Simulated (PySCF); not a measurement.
# Peak assignment

Mapped SMILES: `[CH3:1][C@H:2]([CH:3]=[O:4])[O:5][SiH2:6][NH:7][SiH3:8]` (H(Xn): hydrogen on atom n). Ha(Si6) is pro-R; Hb(Si6) is pro-S.

[PySCF: GFN2-xTB geometry; σ from GIAO-PBE0/pcSseg-1; isolated molecule; one conformer; averaged over atoms made equivalent by symmetry, fast rotation or ring inversion; non-relativistic Hamiltonian]

δ = σ(ref) − σ, references computed at the same level: TMS for $^{13}$C (σ = 186.93 ppm), $^{1}$H (σ = 31.72 ppm).

Question: Assign these signals to the numbered atoms. $^{13}$C{$^{1}$H} NMR (computed): δ 210.0 (CH), 80.3 (CH), 18.9 (CH3).

Answer: 
210.0 → C3, aldehyde carbonyl carbon: the double bond to the heteroatom, with no lone-pair donor beside it, deshields it most
80.3 → C2, sp3 CH bonded to O, α to a carbonyl: pulled downfield by the heteroatom
18.9 → C1, methyl carbon: a saturated carbon with 1 carbon neighbour and no heteroatom attached

Question: Assign these signals to the numbered atoms. $^{1}$H NMR (300 MHz, computed): δ 9.72 (d, 1H), 5.56 (m, 1H), 5.38 (m, 1H), 4.81 (m, 1H), 4.68 (s, 3H), 1.42 (d, 3H), -0.38 (br s, 1H).

Answer: 
9.72 → H(C3), hydrogen on an aldehyde carbonyl carbon: the formyl region, downfield of aromatic protons
5.56 → Hb(Si6), hydrogen on a silicon bonded to N, O
5.38 → Ha(Si6), hydrogen on a silicon bonded to N, O
4.81 → H(C2), hydrogen on an sp3 CH bonded to O, α to a carbonyl: its carbon carries O, hence the downfield position
4.68 → H(Si8), hydrogen on a silicon bonded to N
1.42 → H(C1), hydrogen on a methyl carbon
-0.38 → H(N7), hydrogen on a nitrogen bonded to 2 Si: exchangeable; this is the value without hydrogen bonding to other molecules

OH/NH shifts are gas-phase values; hydrogen bonding in solution moves them, usually downfield. Shifts are as computed. Against solution values, carbons near 30 ppm lie about +3 ppm off and those near 130 ppm about +5 ppm. Of 1309 compounds with measured shifts, 239 miss one by over three times the rms of a fit or turn the order of signals round; such compounds aren't used in these exercises. No couplings were computed; multiplicities are counted from neighbouring protons, with m where these are inequivalent, close in shift, in a saturated or five-membered ring or joined by F or P, and br s for small geminal =CH2 splittings.
